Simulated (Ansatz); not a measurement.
## Group exchange: SCl2O2 + CBrCl2F → SClO2F + CBrCl3

Gas-phase species: SCl2O2 (sulfuryl chloride) `O=S(=O)(Cl)Cl`, singlet; CBrCl2F (bromodichlorofluoromethane) `FC(Cl)(Cl)Br`, singlet; SClO2F (sulfuryl chloride fluoride) `O=S(=O)(F)Cl`, singlet; CBrCl3 (bromotrichloromethane) `ClC(Cl)(Cl)Br`, singlet. The partners trade Cl for F: S–Cl and C–F bonds give way to S–F and C–Cl.

Shapes, held fixed at every level: PBE0-D4/def2-TZVP. Programs: Ansatz 0.2.0. The zero-point and thermal change to 298 K, harmonic and unscaled (PBE0-D4/def2-TZVP), is -0.4 kJ/mol.

```tsv
level	kind	ΔH(298 K) (kJ/mol)	less CCSD(T)/def2-TZVPP
HF/def2-SVP	Hartree–Fock	+8.3	+19.5
HF/def2-TZVPP	Hartree–Fock	-12.4	-1.2
r2SCAN-D4/def2-TZVPP	meta-GGA	+4.9	+16.1
B3LYP-D4/def2-TZVPP	global hybrid	+3.1	+14.3
wB97M-V/def2-TZVPP	range-separated hybrid	-7.4	+3.8
wB97X-V/def2-TZVPP	range-separated hybrid	-7.6	+3.6
MP2/def2-SVP	perturbation theory	0.0	+11.2
CCSD(T)/def2-TZVPP	coupled cluster or CI	-11.2	0.0
```

The highest level, CCSD(T)/def2-TZVPP, gives ΔH(298 K) = -11.2 kJ/mol; the levels span -12.4 to +8.3. They disagree on the sign: 4 of 8 are positive. The column of differences is taken from that level and isn't an error. No measured value is set beside it here. Relativity is left out for Br. Outer-core shells of Br are correlated, in sets that cover them unevenly. CCSD(T)/def2-TZVPP lies outside the range of the other correlated levels here, so it shouldn't be taken on trust.
